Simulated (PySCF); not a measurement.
C2H8AlFO.
Bonds: C1–O2, O2–C3, O2–Al4, Al4–F5. Hydrogens: H6, H7, H8 on C1; H9, H10, H11 on C3; H12, H13 on Al4.

Theory: PBE0-D3(BJ)/def2-SVP geometry optimisation, gas phase (PySCF).

Task: What internal coordinates does the optimisation give?

Result: 
| bond | length (Å) |
| --- | --- |
| C1–O2, O2–C3 | 1.418 |
| O2–Al4 | 1.980 |
| Al4–F5 | 1.696 |
| C1–H6 and 5 like bonds | 1.100 |
| Al4–H12, Al4–H13 | 1.595 |

Bonds in one row agree within 0.01 Å and their mean is given. A selection of angles:
| angle | degrees |
| --- | --- |
| O2–C1–H6 | 109.8 |
| O2–C1–H7 | 106.1 |
| H6–C1–H7 | 110.6 |
| H6–C1–H8 | 110.0 |
| C1–O2–C3 | 115.8 |
| C1–O2–Al4 | 123.1 |
| C3–O2–Al4 | 121.1 |
| O2–C3–H11 | 107.7 |
| O2–Al4–F5 | 94.4 |
| O2–Al4–H12 | 101.6 |
| F5–Al4–H12 | 116.0 |
| H12–Al4–H13 | 120.5 |

Torsions: C1–O2–Al4–F5 0° (synperiplanar).

Al4 (aluminium bonded to F, O and 2 H) has angles from 94.4° to 120.5°. Of the pairs four or more bonds apart, F5···H7 is among the closest relative to their van der Waals radii: 2.19 Å, 82 % of the sum of Bondi's values. The 5 heavy atoms lie in one plane (0.006 Å rms). O2 (oxygen bonded to Al and 2 C) is planar (angles 123.1°, 121.1° and 115.8°, sum 360.0°, 0.00 Å off the plane of its three neighbours).

Point group: Cs (tolerance 0.08 Å). Stationary, but not proved a minimum. The numbers are those of one conformer.

On one thread of an Arm Neoverse V1, on a shared host, this took 26 s of wall time. This is the geometry optimisation.
